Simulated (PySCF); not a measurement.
## Exercise with solution: oscillator strength and radiative lifetime

B(Cl)(Me)(NMe2) (C3H9BClN), SMILES CB(Cl)N(C)C.

Geometry: B3LYP-D3(BJ)/def2-SVP. The values are those of a single conformer.

TDDFT-PBE/def2-SVPD in PySCF puts the first singlet state with f over 0.02 at 6.40 eV (vertical), with the transition dipole (0.391, 1.277, 0.000) in atomic units.

Find the oscillator strength, the wavelength and the radiative lifetime that this transition would have in vacuum if emission retraced absorption.


|μ|² = 1.7836 au, so |μ| = 3.39 D. ΔE = 6.40/27.211 = 0.2352 hartree. f = (2/3) ΔE |μ|² = 0.280 (the program prints 0.280).
λ = 1239.84/6.40 = 194 nm; ν = 51619 cm⁻¹.
Einstein's coefficient A = 0.6670 ν² f s⁻¹ (ν in cm⁻¹) = 5.0e8 s⁻¹, so τ = 1/A = 2.0 ns. This state is S2; the lower singlet has f = 0.017. The figure is the radiative limit of this one transition; relaxation, internal conversion, crossing to triplets and a medium change what is measured.
